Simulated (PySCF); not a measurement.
C6H17NSi2.
SMILES with atom numbers: `[CH2:1]=[C:2]([CH3:3])[Si@H:4]([NH2:5])[SiH2:6][CH2:7][CH2:8][CH3:9]` (hydrogens: H10, H11 on C1; H12, H13, H14 on C3; H15 on Si4; H16, H17 on N5; H18, H19 on Si6; H20, H21 on C7; H22, H23 on C8; H24, H25, H26 on C9)

The calculation used PBE0-D3(BJ)/def2-SVP geometry optimisation, gas phase in PySCF 2.14.0.

(1) Give the optimised bond lengths and angles.

## Answers

(1) 
```
                  bond  length (bohr)
                 C1=C2          2.533
                 C2–C3          2.837
                C2–Si4          3.574
                Si4–N5          3.276
               Si4–Si6          4.441
                Si6–C7          3.577
                 C7–C8          2.887
                 C8–C9          2.875
                C1–H10          2.074
                C1–H11          2.070
C3–H12, C3–H13, C3–H14          2.083
               Si4–H15          2.836
        N5–H16, N5–H17          1.915
               Si6–H18          2.835
               Si6–H19          2.841
                C7–H20          2.088
                C7–H21          2.088
                C8–H22          2.086
                C8–H23          2.086
C9–H24, C9–H25, C9–H26          2.082
```

Bonds in one row agree within 0.02 bohr and their mean is given. A selection of angles:
```
     angle  degrees
  C1–C2–C3    122.5
 C1–C2–Si4    118.6
 C3–C2–Si4    118.9
 C2–Si4–N5    114.6
C2–Si4–Si6    110.0
N5–Si4–Si6    105.8
Si4–Si6–C7    113.2
 Si6–C7–C8    114.8
  C7–C8–C9    113.3
H16–N5–Si4    119.9
H17–N5–Si4    121.2
```

Dihedral angles: C1–C2–Si4–N5 14° (synperiplanar); C2–Si4–Si6–C7 -39° (synclinal); Si4–Si6–C7–C8 180° (antiperiplanar); Si6–C7–C8–C9 180° (antiperiplanar).

The C–C distances run from 1.340 Å (C1=C2, drawn double) to 1.528 Å (C7–C8, drawn single), a spread of 0.188 Å. Si6 (SiH2 silicon) is distorted tetrahedral (angles from 106.8° to 113.2°). Of the pairs four or more bonds apart, H10···H13 is among the closest relative to their van der Waals radii: 2.43 Å, 101 % of the sum of Bondi's values. Si4 (SiH silicon) is distorted tetrahedral (angles from 105.8° to 114.6°). N5 (silicon-bound nitrogen) has angles 121.2°, 119.9° and 111.3°, sum 352.4°, 0.19 Å off the plane of its three neighbours.

Point group: C1 (no symmetry element, even within 0.4 Å). Not checked by PBE0-D3(BJ)/def2-SVP frequencies. The numbers are those of one conformer (C1–C2–Si4–N5 14°, C2–Si4–N5–H -84° and 63°, C2–Si4–Si6–C7 -39°, Si4–Si6–C7–C8 180°, Si6–C7–C8–C9 180°).

Rough CPU time on one thread of a shared machine: about 7 min. These figures are those of the optimisation.
